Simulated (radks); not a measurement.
The numbers below are computed, except where a source is named.
How relativity changes the ionisation of the magnesium ion Mg+ ([Ne] 3s1) to Mg2+ ([Ne]). Spin-unpolarised spherical Kohn-Sham, BLYP, point nucleus unless stated (finite: rms radius 3.057 fm), a radial shooting solver on a logarithmic mesh with Libxc functionals. A level marked "c x" has the speed of light scaled by that factor.

level,E(Mg+) (hartree),E(Mg2+) (hartree),IE (eV),HOMO,<r> HOMO (bohr)
non-rel.,-199.80300,-199.24478,15.190,3s,2.779
scalar-rel.,-200.12782,-199.56868,15.215,3s,2.775
"scalar-rel., finite nucleus",-200.12772,-199.56859,15.215,3s,2.775
Dirac,-200.12795,-199.56881,15.215,3s1/2,2.775
"Dirac, finite nucleus",-200.12785,-199.56871,15.215,3s1/2,2.775
"Dirac, c x 0.75",-200.38241,-199.82256,15.234,3s1/2,2.771
"Dirac, c x 2",-199.88401,-199.32555,15.196,3s1/2,2.778
"Dirac, c x 10",-199.80624,-199.24801,15.190,3s1/2,2.779

NIST Atomic Spectra Database: 15.035 eV (measured). The relativistic part of the total energy of Mg+ is -0.3249 hartree (Dirac, finite nucleus), 0.16 % of the non-relativistic value. Spin polarisation and multiplet splitting of open shells are left out at every level.

Beside tabulated values, note that spin-unpolarised runs miss the spin-polarisation part of the exchange energy of open shells.
